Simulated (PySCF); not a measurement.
## PBEsol on Hf⁺ (hafnium, charge +1)

Configuration: [Xe] 4f14 5d1 6s1 6p1, one real determinant (an excited configuration). Computed with PySCF 2.14 in def2-TZVPPD with the def2 core potential (60 electrons) (6s5p3d2f1g, 59 functions), with scalar relativity through the core potential.

```
Total energy                                                  : -47.3745 hartree
One-electron energy                                           : -74.5166 hartree
Hartree (Coulomb) energy                                      : 32.5516 hartree
Exchange-correlation energy                                   : -5.4095 hartree
⟨S²⟩                                                          : 3.7504
⟨L²⟩                                                          : 8.010
Sum of ⟨r⟩                                                    : 19.84 bohr
Sum of ⟨r²⟩                                                   : 49.53 bohr²
Traceless quadrupole moment −½Σ⟨3z² − r²⟩ along its main axis : -5.99 e·bohr²
```

| shell | electrons | mean orbital energy (hartree) | spread (hartree) | rms radius, mean of both spins (bohr) |
| --- | --- | --- | --- | --- |
| 5s α | 1 | -2.75917 | 0 | 1.22 |
| 5s β | 1 | -2.73542 | 0 | 1.22 |
| 5p α | 3 | -1.63501 | 0.00585 | 1.45 |
| 5p β | 3 | -1.60522 | 0.02271 | 1.45 |
| 6s α | 1 | -0.48398 | 0 | 3.29 |
| 5d α | 1 | -0.46741 | 0 | 2.32 |
| 6p α | 1 | -0.30068 | 0 | 4.21 |

⟨L²⟩ = 8.01 against 12 for a pure F term, so this real determinant mixes terms. Energies and moments cover only the electrons outside the core potential. Spin-orbit coupling, absent here, splits the open shell strongly.
